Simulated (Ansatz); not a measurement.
The Al1–H3 bond of AlFHI (SMILES [F][AlH][I]) is stretched (multiplicity 1, the rest rigid).
Geometry at rest (charge 0, multiplicity 1):
```xyz
4

Al    -0.1596    -0.9343    -1.3185
F     -1.7315    -1.3350    -1.6085
H      0.9483    -1.4609    -2.2810
I      0.3153     0.4834     0.6396
```

Frozen-core correlation. Filled d and f shells under p-block atoms count as core.

The values were computed with Ansatz (Gaussian basis) for Hartree–Fock, density functionals and correlated methods. Each number belongs to the level named beside it. In def2 rows elements past Kr take small-core potentials, without spin–orbit coupling.

Energies above the point at 1.559 Å (the B3LYP-D3(BJ) bond length), FIC-MRCISD+Q on CASSCF(2,2)/def2-TZVPP (kcal/mol): 5.09 at 1.403 Å; 3.36 at 1.715 Å; 86.05 at 4.989 Å.

Problem. Take the last value as the depth D of a Morse curve D(1 − e^(−a(R − R₀)))², fit a and R₀ to the two near points, and test it at 2.105 and 2.729 Å.

Solution. 
With D = 86.0, both near points (counted from the curve's value at 1.559 Å) are met by a = 1.40 Å⁻¹ and R₀ = 1.558 Å, so k = 2Da² = 339 kcal/(mol Å²). The curve then gives 24.7 and 56.0 kcal/mol; the level itself gives 25.8 and 61.6, so Morse is off by -1.1 and -5.6.

Ansatz is a quantum-chemistry and plane-wave program.
